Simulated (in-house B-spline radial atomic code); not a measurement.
The numbers below are computed, except where a source is named.
## Si in an electron gas of r_s = 2.67: phase shifts, screening, friction and resistivity

A nucleus sits in a uniform electron gas with a rigid positive background. The Kohn-Sham equations are solved self-consistently in the spin-unpolarised LDA (PW92), non-relativistic, on B-splines with outgoing waves at the boundary and partial waves to l = 8. The model has no lattice, no bands and no magnetic solution. Atomic units; δ_l are the phase shifts at the Fermi level, counted so that each bound state adds π, and good to about 0.0005.

The density parameter is r_s = 2.67 bohr, near that of the valence electrons of Cu (1 per atom, density 8.96 g/cm³, mass 63.55 u, which gives r_s = 2.67).

```tsv
l	δ_l (rad)
0	7.3803
1	4.5406
2	0.1734
3	0.0155
4	0.0017
5	0.0003
6	0.0002
7	0.0002
8	0.0002
```

Bound levels below the band bottom (hartree): s -64.73, s -4.652, p -3.09, s -0.09043.

(1) Check the Friedel sum rule, and say where the screening charge sits.

(2) Find the transport cross section and the electronic stopping of a 10 keV Si ion (mass 28.09 u).

(3) What residual resistivity would 1 atomic per cent of such centres give in Cu?

(4) On a substitutional site the background of one host ion, a sphere holding 1 charge, is taken out. The phase shifts for l = 0 to 4 become 7.2585, 4.2243, 0.0895, 0.0054, 0.0006. What follows?

## Answers

(1) k_F = (9π/4)^(1/3)/r_s = 0.71879. The rule is Z = (2/π) Σ (2l + 1) δ_l. The terms are s 4.698, p 8.672, d 0.552, f 0.069 and 0.018 beyond, in all 14.009 against Z = 14. Bound states hold 6 s, 6 p, 0 d electrons, so the scattering states carry 2.01 in all; where a term is smaller than its bound count, the bound level has drawn weight out of the band.

(2) σ_tr = (4π/k_F²) Σ (l + 1) sin²(δ_l − δ_(l+1)). The terms for l = 0 to 3 are 0.0884, 1.7710, 0.0742, 0.0008, all together 1.9344, so σ_tr = 24.323 × 1.9344 = 47.049 bohr². With n = 3/(4π r_s³) = 0.01254, the friction coefficient is Q = n k_F σ_tr = 0.4242. For v well below v_F = 0.719, dE/dx = Q v; with 24801 eV per u at v = 1, v = √(10000/(24801 × 28.09)) = 0.1198, so dE/dx = 0.05082 hartree/bohr = 26.1 eV/nm. The largest term couples the p and d waves.

(3) Δρ = k_F n_i σ_tr/n in atomic units of 21.74 μΩ·cm. With one host atom per 1 electron, n_i/n = 0.01/1, so Δρ = 0.7188 × 0.01000 × 47.049 × 21.74 = 7.35 μΩ·cm. This is an atom added to the gas, as on an interstitial site.

(4) The Friedel sum is now 13.00, for Z − 1 = 13. The sum in σ_tr is 1.4365, so σ_tr = 34.94 bohr² and Δρ = 5.46 μΩ·cm per atomic per cent, 0.74 times the value above. A real host ion scatters too, so this model doesn't give zero even for the host's own atom.
